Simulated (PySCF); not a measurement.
Compound: C8H18AlN.
SMILES with atom numbers: `[CH2:1]=[CH:2][CH2:3][C@@H:4]1[CH2:5][CH2:6][AlH2-:7][N+:8]1([CH3:9])[CH3:10]` (hydrogens: H11, H12 on C1; H13 on C2; H14, H15 on C3; H16 on C4; H17, H18 on C5; H19, H20 on C6; H21, H22 on Al7; H23, H24, H25 on C9; H26, H27, H28 on C10)

Method: PySCF 2.14.0, PBE0-D3(BJ)/def2-SVP geometry optimisation, gas phase.

Task: What internal coordinates does the optimisation give?

Result: 
```tsv
bond	length (Å)	order
C1=C2	1.333	double
C2–C3	1.496	single
C3–C4	1.532	single
C4–C5	1.530	single
C5–C6	1.534	single
C6–Al7	1.998	single
Al7–N8	2.090	single
N8–C9	1.468	single
N8–C10	1.465	single
C4–N8	1.497	single
C1–H11	1.095	single
C1–H12	1.093	single
C2–H13	1.098	single
C3–H14	1.102	single
C3–H15	1.105	single
C4–H16	1.106	single
C5–H17	1.105	single
C5–H18	1.103	single
C6–H19	1.104	single
C6–H20	1.101	single
Al7–H21	1.609	single
Al7–H22	1.611	single
C9–H23, C9–H24, C9–H25	1.099	single
C10–H26, C10–H27, C10–H28	1.100	single
```

Bonds in one row agree within 0.01 Å and their mean is given. Orders are formal, as drawn. A selection of angles:
```tsv
angle	degrees
C1–C2–C3	125.4
C2–C3–C4	112.1
C3–C4–C5	113.1
C3–C4–N8	114.0
C5–C4–N8	109.5
C4–C5–C6	112.0
C5–C6–Al7	105.9
C6–Al7–N8	89.3
Al7–N8–C9	109.0
Al7–N8–C10	110.2
C9–N8–C10	110.0
C4–N8–Al7	101.6
C4–N8–C9	113.1
C4–N8–C10	112.6
```

Dihedral angles: C1–C2–C3–C4 122° (anticlinal); C2–C3–C4–C5 -71° (synclinal); C3–C4–C5–C6 -179° (antiperiplanar); C4–C5–C6–Al7 26° (synperiplanar); C5–C6–Al7–N8 0° (synperiplanar); C6–Al7–N8–C9 94° (anticlinal); C3–C4–N8–Al7 173° (antiperiplanar).

The 3 C–N bonds span 1.465 Å (N8–C10, drawn single) to 1.497 Å (C4–N8, drawn single), a spread of 0.032 Å. Al7 (aluminium bonded to C, N and 2 H) has angles from 89.3° to 121.7°. The 5 C–C bonds span 1.333 Å (C1=C2, drawn double) to 1.534 Å (C5–C6, drawn single), a spread of 0.201 Å. N8 (nitrogen bonded to Al and 3 C) is distorted tetrahedral (angles from 101.6° to 113.1°). The 5-membered ring C4–C5–C6–Al7–N8 has internal angles of 89.3° to 112.0°; it is puckered, 0.20 Å rms from its mean plane, widest ring torsion 51°. Of the pairs four or more bonds apart, H17···H23 is among the closest relative to their van der Waals radii: 2.13 Å, 89 % of the sum of Bondi's values.

Point group: C1 (no symmetry element, even within 0.4 Å). PBE0-D3(BJ)/def2-SVP frequencies: not computed here. The numbers are those of one conformer.
